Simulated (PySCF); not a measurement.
F6Se. Atoms are numbered in the order given.

```xyz
7

F      0.0000    -1.7050     0.0000
Se     0.0000     0.0000     0.0000
F      1.7050     0.0000     0.0000
F     -1.7050     0.0000     0.0000
F      0.0000     0.0000    -1.7050
F      0.0000     0.0000     1.7050
F      0.0000     1.7050     0.0000
```

The structure is a stationary point at ωB97X-D3(BJ)/def2-SVP.

All values below come from TDA-ωB97X/def2-SVPD (PySCF).

Vertical excitations; the highest root listed may be one member of a degenerate set.  State labels are in the subgroup D2h.

Q: List the lowest excited states. (An estimate is asked for; the answer gives what the named calculation found.)

A: 
| state | symmetry | energy (eV) | λ (nm) | f | main pairs |
|---|---|---|---|---|---|
| S1 | B1g | 7.25 | 171 | 0.000 | HOMO−2→LUMO (degenerate set) |
| S2 | B3g | 7.25 | 171 | 0.000 | HOMO→LUMO (degenerate set) |
| S3 | B2g | 7.25 | 171 | 0.000 | HOMO−1→LUMO (degenerate set) |
| S4 | B3u | 8.07 | 154 | 0.000 | HOMO−3→LUMO (degenerate set) |
| S5 | B1u | 8.07 | 154 | 0.000 | HOMO−5→LUMO (degenerate set) |
| S6 | B2u | 8.07 | 154 | 0.000 | HOMO−4→LUMO (degenerate set) |
| S7 | B3u | 8.51 | 146 | 0.080 | HOMO−6→LUMO (degenerate set) |
| S8 | B1u | 8.51 | 146 | 0.080 | HOMO−8→LUMO (degenerate set) |
| S9 | B2u | 8.51 | 146 | 0.080 | HOMO−7→LUMO (degenerate set) |
| S10 | B1g | 9.76 | 127 | 0.000 | HOMO−13→LUMO 94 % |
| T1 | B1g | 6.75 | 184 | 0 | HOMO−2→LUMO (degenerate set) |
| T2 | B2g | 6.75 | 184 | 0 | HOMO−1→LUMO (degenerate set) |
| T3 | B3g | 6.75 | 184 | 0 | HOMO→LUMO (degenerate set) |
| T4 | B1u | 7.56 | 164 | 0 | HOMO−8→LUMO 93 % |
Triplets are in the Tamm–Dancoff approximation.
